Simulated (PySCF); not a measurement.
C2H6ClFSi, SMILES C([SiH3])[C@@H](F)Cl.

Coordinates come from a B3LYP-D3(BJ)/def2-SVP optimisation. The structure was generated by enumeration; whether it is a known compound was not checked. One conformer was computed; it need not be the lowest.

The numbers are results of M06-2X/def2-TZVP run with PySCF, not measurements.

Isolated molecule, no solvent.

Computed frontier levels, gap, dipole moment and polarisability:
The highest occupied level comes out as -10.11 eV, the lowest empty level is 1.15 eV and the orbital gap is 11.26 eV. The dipole moment is 2.24 D. The quadrupole, principal values (traceless, Buckingham form, about the centre of nuclear charge) is -3.11, -1.78, 4.89 D·Å and the mean static polarisability is 63.3 bohr³ (9.38 Å³). The polarisability, principal values is 55.3, 63.6, 71.1 bohr³.
